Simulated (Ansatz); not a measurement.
GeTe, charge +1, doublet, at a GFN2-xTB geometry (a state made from the parent by changing its charge; the spin is typed, not shown lowest) (core potentials on Te). Base run: HF/def2-SV(P) (Ansatz, a program for electronic structure).

Ansatz was given this input:
Ansatz 0.2 input:
```yaml
crystal:
  periodic: [false, false, false]
  atoms:
    - {symbol: Ge, position_ang: [-0.00000000, -0.00000000, -1.55418152]}
    - {symbol: Te, position_ang: [0.00000000, 0.00000000, 0.95641940]}
basis:
  gaussian:
    orbitals: def2-SV_P_.json
hamiltonian:
  xc: hf
total_charge: 1
magnetization: {spin_polarized: true, initial_magnetization: 1}
```
The basis file holds def2-SV(P) in the JSON format of the Basis Set Exchange.

The base run was repeated with changes; each row names its change, and settings that it needs were set with it.

```
change                                        E (Eh)  <S^2>  core-seconds (rough)
---------------------------------------  -----------  -----  --------------------
base                                     -2341.84240  0.834                     9
functional = r2scan                      -2344.55769  0.766                     8
functional = pbe0; dispersion = d3bjatm  -2344.21305  0.760                     9
functional = blyp                        -2344.49014  0.754                     5
functional = cam_b3lyp                   -2344.57349  0.758                     8
functional = pbe0                        -2344.21130  0.760                     9
functional = wB97M-V                     -2344.32385  0.758                    20
functional = BHLYP                       -2344.39056  0.761                     8
functional = pbe                         -2344.14914  0.756                     4
functional = B97M-V                      -2344.06405  0.759                    20
functional = lc_wpbe                     -2344.19327  0.763                     8
functional = blyp; dispersion = d3bjatm  -2344.49468  0.754                     5
functional = wB97X                       -2344.54087  0.756                    10
```

Total energies compare only within one method and basis.
